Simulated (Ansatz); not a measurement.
`C=CC1(C=C)CC1` + `[OH][InH2]` → `C=C[O][InH2]` + `C=CC1CC1`  (substitution at a C–C bond)

Program: Ansatz. Geometries: PBE0-D4/def2-TZVP. ΔE: electronic, gas phase. CBS: MP2 limit from def2 TZ/QZ plus the TZ coupled-cluster correction, frozen cores. DFT in def2-TZVPP. def2 core potentials past Kr. For In outer-core shells are correlated without core-valence functions, which leaves a few kJ/mol of doubt a bond. One conformer a species, not always the lowest.

```tsv
species	LDA (SPW92) energy (Eh)
`C=CC1(C=C)CC1`	-270.21983
`[OH][InH2]`	-266.30453
`C=C[O][InH2]`	-343.00238
`C=CC1CC1`	-193.51760
```

(1) Work out ΔE.

Largest T1 diagnostic among the species: 0.017.

Answers

(1) ΔE = (-343.00238) + (-193.51760) − (-270.21983) − (-266.30453) = 0.00438 Eh = +2.7 kcal/mol. CCSD(T)/CBS gives +6.2 kcal/mol.

In def2-TZVPP, CCSD(T) changes the Hartree–Fock value by +5.1 kcal/mol (the triples alone add +0.4 kcal/mol) and MP2 by +6.9 kcal/mol. The D4 term adds +1.9 kcal/mol with B3LYP and +1.1 kcal/mol with PBE0; it sums over pairs of atoms, weighted by their polarisabilities, and B3LYP, whose exchange is more repulsive, gets the larger term.

B3LYP here is the variant with VWN-RPA as its local correlation; programs differ in this.
